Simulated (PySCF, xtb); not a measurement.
C3H8Si2, SMILES C=C1C[SiH2][SiH2]1.

GFN2-xTB run with xtb at its own geometry gives an orbital gap of 3.50 eV and a dipole moment of 0.81 D.

The structure is a stationary point at TPSSh-D3(BJ)/def2-SVP. This is a generated structure with no PubChem entry under its InChIKey; it may be hypothetical.

Question: What does PBE/def2-TZVP (PySCF) give? (An estimate is asked for; the answer gives what the named calculation found.)

Answer: gap 4.57 eV (levels -6.20 and -1.63 eV), dipole 0.45 D.
